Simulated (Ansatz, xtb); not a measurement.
# Relative energy of two isomers of C4H4FOP

We compare X, `CC1=CP=C(F)O1`, a singlet, with Y, `CC1=C(F)OC=P1`, a singlet. Both are isolated molecules in the gas phase, relaxed with r2SCAN-D4/def2-SVP.

X (Å):

```xyz
11

C    -1.5086   -2.6113   -2.6830
C    -0.7152   -2.1855   -1.5036
C     0.5849   -2.3890   -1.1529
C    -0.6299   -1.1017    0.4454
F    -1.2701   -0.3903    1.3458
O    -1.4115   -1.4437   -0.5806
P     1.0110   -1.6286    0.4142
H    -0.8767   -3.1966   -3.3634
H    -2.3689   -3.2320   -2.3828
H    -1.9045   -1.7419   -3.2333
H     1.2791   -2.9581   -1.7737
```

Y (Å):

```
atom    x (Å)    y (Å)    z (Å)
   C  -2.3189  -2.8240  -1.5485
   C  -0.9102  -2.3602  -1.3473
   C   1.4812  -1.9480  -1.0248
   C  -0.5322  -1.0589  -1.2347
   F  -1.2810   0.0245  -1.2753
   O   0.7660  -0.7923  -1.0575
   P   0.5646  -3.3821  -1.2120
   H  -2.6474  -3.4827  -0.7287
   H  -2.4259  -3.3926  -2.4862
   H  -3.0085  -1.9679  -1.5916
   H   2.5504  -1.7885  -0.8818
```

Task: Estimate E(Y) − E(X) at the level CCSD(T)/def2-SVP + ΔMP2/def2-TZVPP.

Result: Calculated at CCSD(T)/def2-SVP + ΔMP2/def2-TZVPP: E(Y) − E(X) = +3.0 kcal/mol, so structure X lies lower.

How the difference moves with the method:

| level | geometry | E(Y) − E(X) (kcal/mol) | departure from the last row (kcal/mol) | job, with rough time for the two |
| --- | --- | --- | --- | --- |
| GFN2-xTB | GFN2-xTB | +1.6 | −1.4 | optimisation, 0.13 s |
| HF/STO-3G | GFN2-xTB | +6.4 | +3.4 | single point, 0.5 s |
| r2SCAN-D4/def2-SVP//GFN2-xTB | GFN2-xTB | +2.4 | −0.6 | single point, 6 s |
| r2SCAN-D4/def2-SVP | r2SCAN-D4/def2-SVP | +2.7 | −0.3 | optimisation, 50 s |
| HF/def2-SVP | r2SCAN-D4/def2-SVP | +2.3 | −0.7 | part of the CCSD(T) run |
| MP2/def2-SVP | r2SCAN-D4/def2-SVP | +1.8 | −1.1 | part of the CCSD(T) run |
| CCSD(T)/def2-SVP | r2SCAN-D4/def2-SVP | +1.9 | −1.0 | single point |
| CCSD(T)/def2-SVP + ΔMP2/def2-TZVPP | r2SCAN-D4/def2-SVP | +3.0 |  | single point, 93 s |

As drawn, both hold the same kinds of bond in the same numbers.

The levels shown agree on the order. The largest departure from CCSD(T)/def2-SVP + ΔMP2/def2-TZVPP is that of HF/STO-3G, 3.4 kcal/mol. The last row adds to CCSD(T) the change of the MP2 difference between the two basis sets, here +1.0 kcal/mol.

With thermal terms from frequencies at re-optimised GFN2-xTB minima (ideal gas, soft modes damped towards free rotors, one conformer each, 298.15 K, 1 atm): the zero-point term adds 0.0 kcal/mol; ΔH is +3.0 and ΔG +2.9 kcal/mol.

The correlated steps freeze 11 core orbitals. Codes used: Ansatz 0.2.0, xtb 6.7.1; the last row on 2 threads of Arm Neoverse V1 on a shared host.
